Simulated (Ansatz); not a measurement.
Species: CH3BO, SMILES `C=BO` (C–B–O–H torsion 180°) (charge 0, multiplicity 1).

Give a relaxed geometry from B3LYP-D3(BJ)/def2-TZVP in Ansatz (an electronic-structure program).

Several could match; the one computed here: the end point of this relaxation, one of several conformers (outside a Z-matrix the atoms follow the SMILES, hydrogens last).
Bond lengths (Å): C1–B2 1.383, C1–H4 1.082, C1–H5 1.082, B2–O3 1.318, O3–H6 0.965. Bond angles (°): B2–C1–H4 122.0, B2–C1–H5 122.0, H4–C1–H5 116.0, C1–B2–O3 177.7, B2–O3–H6 116.5.
